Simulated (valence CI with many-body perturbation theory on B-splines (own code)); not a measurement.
**E1 line list for Ru³¹⁺**

Calculated by configuration interaction combined with many-body perturbation theory (CI+MBPT): three valence electrons over a frozen Dirac-Fock core [Ne], radial functions for each j: 11 s, 11 p, 9 d, 7 f, 5 g, 2 h, 1 i, with the one-electron correlation potential Σ1 (screened to all orders), the two-electron term Σ2, the three-electron term Σ3, Breit, model QED; selected single and double excitations, second order for the rest (own B-spline code, finite nucleus).

No measured spectrum was set against this ion. As an estimate, large intervals hold to a few tenths of a per cent, small ones and those within an open d or f shell to about a per cent.

Lines 151 to 200 of 288 in falling wavelength, among levels below 3005.7 × 10³ cm⁻¹, chosen from the strongest by gf and those to the six lowest levels. Wavelengths and rates use the calculated energies. Electric multipoles are in the length gauge, E1 and E2 with the static RPA response of the core. Weak lines are less certain than strong ones. Lines between different terms over intervals too small for the method are left out, as are lines whose strength nearly cancels. Where a level lies close to another of its J and parity, the split of strength between their lines is uncertain. The highest levels of a list are the least certain.

Levels are named by their leading jj configuration (3d3/2^4 stands for four electrons in 3d with j = 3/2), which in mixed levels can hold well under half, so a name can repeat and another be missing. Letters in brackets count levels of one name in rising energy.

| λ vac (Å) | Upper | Lower | A (s⁻¹) | log gf | Branch % |
| --- | --- | --- | --- | --- | --- |
| 97.38 | (3s 3p3/2 3d3/2) J=3/2 [a] | (3s 3p1/2 3p3/2) J=3/2 [b] | 5.04e+10 | -0.54 | 30.6 |
| 97.30 | (3s 3p1/2 3d3/2) J=1/2 | (3s 3p1/2 3p3/2) J=3/2 [a] | 2.56e+09 | -2.14 | 1.8 |
| 97.28 | (3s 3d3/2 3d5/2) J=3/2 | (3s 3p3/2 3d3/2) J=3/2 [b] | 3.26e+10 | -0.73 | 16.9 |
| 97.07 | (3s^2 3d5/2) J=5/2 | (3s^2 3p3/2) J=3/2 | 1.11e+11 | -0.03 | 100.0 |
| 96.80 | (3s 3d5/2^2) J=9/2 | (3s 3p3/2 3d5/2) J=9/2 | 5.76e+10 | -0.09 | 42.5 |
| 96.80 | (3s 3p3/2^2) J=3/2 | (3s^2 3p3/2) J=3/2 | 1.63e+11 | -0.04 | 89.5 |
| 96.60 | (3s 3p3/2 3d3/2) J=1/2 [b] | (3s^2 3d3/2) J=3/2 | 9.53e+10 | -0.57 | 43.3 |
| 96.60 | (3s 3d3/2 3d5/2) J=5/2 [b] | (3s 3p3/2 3d5/2) J=7/2 [a] | 2.64e+10 | -0.66 | 12.9 |
| 96.56 | (3s 3p1/2 3d5/2) J=5/2 [b] | (3s 3p1/2 3p3/2) J=3/2 [a] | 4.88e+10 | -0.39 | 60.4 |
| 96.54 | (3s 3d3/2 3d5/2) J=5/2 [b] | (3s 3p3/2 3d3/2) J=3/2 [b] | 1.19e+10 | -1.00 | 5.9 |
| 96.25 | (3s 3d3/2 3d5/2) J=5/2 [b] | (3s 3p3/2 3d3/2) J=5/2 [a] | 5.45e+10 | -0.34 | 26.8 |
| 95.50 | (3p1/2 3p3/2 3d5/2) J=5/2 [a] | (3s 3p1/2 3d3/2) J=3/2 [a] | 1.09e+10 | -1.05 | 9.0 |
| 94.92 | (3s 3p3/2 3d3/2) J=5/2 [a] | (3s 3p1/2 3p3/2) J=3/2 [b] | 8.07e+08 | -2.18 | 0.6 |
| 94.83 | (3p3/2^3) J=3/2 | (3s 3p3/2^2) J=1/2 | 3.58e+10 | -0.71 | 12.8 |
| 94.77 | (3s 3p1/2 3d3/2) J=3/2 [a] | (3s 3p1/2^2) J=1/2 | 6.39e+09 | -1.46 | 46.2 |
| 94.64 | (3s 3p3/2 3d3/2) J=3/2 [b] | (3s 3p1/2 3p3/2) J=3/2 [b] | 1.76e+10 | -1.02 | 16.0 |
| 94.54 | (3s 3p3/2 3d3/2) J=1/2 [a] | (3s 3p1/2 3p3/2) J=3/2 [b] | 2.06e+09 | -2.26 | 2.0 |
| 94.32 | (3p1/2 3p3/2 3d3/2) J=3/2 [a] | (3p1/2^2 3p3/2) J=3/2 | 1.44e+10 | -1.11 | 15.3 |
| 93.65 | (3s 3p3/2 3d5/2) J=7/2 [b] | (3s 3p3/2^2) J=5/2 | 5.46e+10 | -0.24 | 64.7 |
| 93.15 | (3s 3p3/2 3d5/2) J=5/2 [b] | (3s^2 3d3/2) J=3/2 | 5.10e+10 | -0.40 | 21.4 |
| 92.45 | (3p3/2^2 3d5/2) J=7/2 | (3s 3p1/2 3d5/2) J=5/2 [b] | 2.26e+10 | -0.64 | 22.4 |
| 92.39 | (3s 3p1/2 3d5/2) J=5/2 [c] | (3s 3p1/2 3p3/2) J=5/2 | 2.16e+09 | -1.78 | 2.9 |
| 92.03 | (3s 3p3/2 3d5/2) J=3/2 [a] | (3s 3p1/2 3p3/2) J=3/2 [b] | 7.23e+09 | -1.43 | 10.9 |
| 90.70 | (3s 3d3/2^2) J=3/2 | (3s 3p1/2 3d3/2) J=1/2 | 7.26e+10 | -0.45 | 35.0 |
| 90.63 | (3p1/2 3p3/2^2) J=1/2 | (3s 3p1/2 3p3/2) J=3/2 [a] | 2.43e+09 | -2.22 | 2.6 |
| 90.55 | (3p3/2^2 3d5/2) J=7/2 | (3s 3p1/2 3d5/2) J=7/2 | 1.59e+10 | -0.81 | 15.8 |
| 89.97 | (3s 3d3/2^2) J=5/2 | (3s 3p1/2 3d3/2) J=3/2 [b] | 6.74e+10 | -0.31 | 32.8 |
| 89.93 | (3s 3p3/2 3d3/2) J=3/2 [c] | (3s 3p1/2 3p3/2) J=1/2 | 1.22e+11 | -0.23 | 54.5 |
| 88.91 | (3s 3p3/2 3d3/2) J=3/2 [a] | (3s 3p1/2 3p3/2) J=5/2 | 2.25e+09 | -1.97 | 1.4 |
| 88.70 | (3s 3p3/2 3d5/2) J=5/2 [a] | (3s 3p1/2 3p3/2) J=3/2 [b] | 6.97e+08 | -2.31 | 0.7 |
| 88.62 | (3p3/2^2 3d3/2) J=3/2 | (3s 3p1/2 3d3/2) J=3/2 [b] | 1.61e+10 | -1.12 | 8.2 |
| 88.23 | (3p3/2^2 3d5/2) J=9/2 | (3s 3p1/2 3d5/2) J=7/2 | 1.35e+10 | -0.80 | 16.9 |
| 87.84 | (3p1/2 3p3/2^2) J=3/2 | (3s 3p1/2^2) J=1/2 | 1.95e+10 | -1.04 | 19.6 |
| 87.80 | (3s 3d3/2 3d5/2) J=5/2 [a] | (3s 3p1/2 3d3/2) J=3/2 [b] | 1.21e+10 | -1.07 | 6.9 |
| 87.41 | (3s 3p1/2 3d5/2) J=5/2 [c] | (3s 3p1/2 3p3/2) J=3/2 [a] | 6.71e+06 | -4.34 | 0.0 |
| 87.33 | (3s 3p3/2 3d5/2) J=7/2 [c] | (3s 3p3/2^2) J=5/2 | 2.33e+10 | -0.67 | 15.9 |
| 87.28 | (3p1/2 3p3/2 3d5/2) J=3/2 [a] | (3p1/2^2 3p3/2) J=3/2 | 2.64e+10 | -0.92 | 23.3 |
| 87.28 | (3s 3d3/2 3d5/2) J=7/2 | (3s 3p1/2 3d5/2) J=5/2 [b] | 2.53e+10 | -0.64 | 16.4 |
| 87.04 | (3p3/2^2 3d5/2) J=3/2 | (3p1/2 3p3/2^2) J=1/2 | 2.81e+10 | -0.89 | 17.4 |
| 87.03 | (3p1/2 3p3/2 3d5/2) J=5/2 [a] | (3p1/2^2 3p3/2) J=3/2 | 2.25e+10 | -0.81 | 18.6 |
| 86.86 | (3s 3p3/2 3d3/2) J=5/2 [a] | (3s 3p1/2 3p3/2) J=5/2 | 8.86e+10 | -0.22 | 66.4 |
| 86.63 | (3s 3p3/2 3d3/2) J=3/2 [b] | (3s 3p1/2 3p3/2) J=5/2 | 1.73e+10 | -1.11 | 15.7 |
| 86.58 | (3s 3p3/2 3d5/2) J=7/2 [a] | (3s 3p1/2 3p3/2) J=5/2 | 9.36e+10 | -0.07 | 89.0 |
| 86.37 | (3p3/2^2 3d3/2) J=1/2 | (3p1/2 3p3/2^2) J=3/2 | 1.03e+11 | -0.64 | 62.4 |
| 85.68 | (3s 3d3/2^2) J=5/2 | (3p1/2 3p3/2^2) J=3/2 | 2.94e+10 | -0.71 | 14.3 |
| 85.59 | (3s 3d3/2 3d5/2) J=7/2 | (3s 3p1/2 3d5/2) J=7/2 | 6.38e+10 | -0.25 | 41.4 |
| 84.45 | (3p3/2^2 3d3/2) J=3/2 | (3p1/2 3p3/2^2) J=3/2 | 7.28e+10 | -0.51 | 37.1 |
| 84.43 | (3s 3p3/2 3d5/2) J=3/2 [a] | (3s 3p1/2 3p3/2) J=5/2 | 5.44e+09 | -1.63 | 8.2 |
| 84.41 | (3s 3p3/2 3d3/2) J=3/2 [c] | (3s 3p1/2 3p3/2) J=3/2 [b] | 4.42e+10 | -0.72 | 19.7 |
| 84.32 | (3p1/2 3p3/2 3d5/2) J=5/2 [b] | (3p1/2^2 3p3/2) J=3/2 | 3.86e+10 | -0.61 | 24.7 |
